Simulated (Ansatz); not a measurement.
`[SeH][SiH]1BC1` + `[SiH3]BCl` → `[SiH3]B(Cl)[SeH]` + `B1C[SiH2]1`  (formal exchange of groups at the Se–Si bond)

Computed with Ansatz on PBE0-D4/def2-TZVP structures; ΔE is electronic, products minus reactants. CCSD(T)/CBS is the MP2 limit (def2-TZVPP, def2-QZVPP) plus CCSD(T) − MP2 in def2-TZVPP, frozen cores. This one scheme is used for every species. DFT in def2-TZVPP. B3LYP here is the variant with VWN-RPA as its local correlation; programs differ in this. For Se outer-core shells are correlated without core-valence functions, which leaves a few kJ/mol of doubt a bond. Scalar relativity is left out up to krypton. Each species was taken in one conformer, which may not be the lowest.

| level | ΔE (kJ/mol) | difference from CCSD(T)/CBS |
| --- | --- | --- |
| PBE-D4 | -14.9 | -0.7 |
| r2SCAN-D4 | -14.3 | -0.1 |
| PBE0-D4 | -13.8 | 0.4 |
| B3LYP-D4 | -12.4 | 1.8 |
| ωB97X-V | -13.5 | 0.7 |
| ωB97M-V | -11.8 | 2.4 |
| B2PLYP | -11.4 | 2.8 |
| PBE | -12.7 | 1.5 |
| r2SCAN | -13.9 | 0.3 |
| PBE0 | -12.0 | 2.2 |
| B3LYP | -8.6 | 5.6 |
| HF/def2-TZVPP | -4.3 | 9.9 |
| MP2/def2-TZVPP | -15.8 | -1.6 |
| SCS-MP2/def2-TZVPP | -13.5 | 0.7 |
| CCSD/def2-TZVPP | -13.5 | 0.7 |
| CCSD(T)/def2-TZVPP | -14.8 | -0.6 |
| HF/def2-QZVPP | -3.9 | 10.3 |
| MP2/def2-QZVPP | -15.3 | -1.1 |
| SCS-MP2/def2-QZVPP | -13.1 | 1.1 |
| HF/CBS(def2) | -3.8 | 10.4 |
| MP2/CBS(def2) | -15.2 | -1.0 |
| CCSD/CBS(def2) | -12.9 | 1.3 |
| CCSD(T)/CBS | -14.2 | 0 |

Largest T1 diagnostic among the species: 0.014.

The D4 term adds −3.8 kJ/mol with B3LYP and −1.8 kJ/mol with PBE0; it sums over pairs of atoms, weighted by their polarisabilities, and B3LYP, whose exchange is more repulsive, gets the larger term. In def2-TZVPP, CCSD(T) changes the Hartree–Fock value by −10.5 kJ/mol (the triples alone add −1.3 kJ/mol) and MP2 by −11.5 kJ/mol.
